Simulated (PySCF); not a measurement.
Computed IR spectrum (relative IR intensity) of a molecule C₂H₄ClFSi. Coordinates come from a B3LYP-D3(BJ)/def2-SVP optimisation. The values are those of a single conformer. Computed with PySCF 2.14.0 with B3LYP-D3(BJ)/def2-SVP. Frequencies are harmonic and unscaled.

Lines under 2 % of the strongest are left out, and lines within 2 cm⁻¹ are merged.

```csv
ν (cm⁻¹),relative intensity
203,2.7
264,2.7
403,4.9
511,14
571,39
692,14
824,20
839,100
910,63
1009,11
1013,8.9
1035,5.7
1419,8.2
1666,6.6
2281,50
3123,3.6
```

Q: Pick the molecule that these values belong to.
A. F/C(Cl)=C\[SiH3]
B. F/C([SiH3])=C\Cl
C. C=C[Si@H](F)Cl
D. F[SiH2]/C=C\Cl

A: C, C=C[Si@H](F)Cl
